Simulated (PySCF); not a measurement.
## Radial density of Zn²⁺ (zinc, charge +2)

UHF, [Ar] 3d9 4p1, one real determinant (an excited configuration). Calculation: PySCF 2.14, in aug-cc-pwCVDZ-PP with ECP10MDF; a scalar-relativistic core potential. This is the valence pseudo-density: the core potential removes the inner electrons and smooths the orbitals near the nucleus.

```
r (bohr)  4πr²ρ (e/bohr)  4πr²(ρα − ρβ)
 0.00638       1.209e-05         0.0000
  0.0107       3.412e-05         0.0000
  0.0181       0.0001024         0.0000
  0.0304       0.0004673         0.0000
  0.0511        0.005012         0.0005
  0.0859         0.07029         0.0075
   0.145          0.7055         0.0754
   0.243           4.485         0.4117
   0.409           17.77         1.1412
   0.688           22.51         1.1882
    1.16           6.639         0.4767
    1.95          0.9740         0.4730
    3.27          0.2864         0.2743
    5.51         0.01413         0.0141
```

⟨L²⟩ = 8.01 against 12 for a pure F term, so this real determinant mixes terms. Energies and moments cover only the electrons outside the core potential.
